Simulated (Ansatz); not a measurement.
Basis-set extrapolation for H9N3Si2, SMILES `N[SiH2]N[SiH2]N` (PBE0-D4/def2-TZVP geometry, frozen core, the Gaussian-basis code of Ansatz). Multiplicity 1, RHF reference.

```json
{"": "HF", "def2-TZVPP": "-746.681586", "def2-QZVPP": "-746.709379"}
{"": "MP2 correlation", "def2-TZVPP": "-0.891808", "def2-QZVPP": "-0.957370"}
{"": "CCSD(T) correlation", "def2-TZVPP": "-0.977742", "def2-QZVPP": "not run"}
```

Energies in hartree. Use E(X) = E(∞) + A·exp(−7.88·√X) for Hartree–Fock and E(X) = E(∞) + B·X^(−2.97) for correlation, with X = 3 and 4, and add CCSD(T) minus MP2 of the smaller set to the MP2 limit.

**Question.** What is the CCSD(T) energy at the basis-set limit?

**Answer.** HF limit: -746.709379 + (-0.027793) × 0.13774 = -746.71321. MP2 limit: -0.957370 + (-0.065562) × 0.74074 = -1.00593. Higher-order term: -0.977742 − (-0.891808) = -0.08593. Total: -747.80507 hartree, 3.97 eV below CCSD(T)/def2-TZVPP.
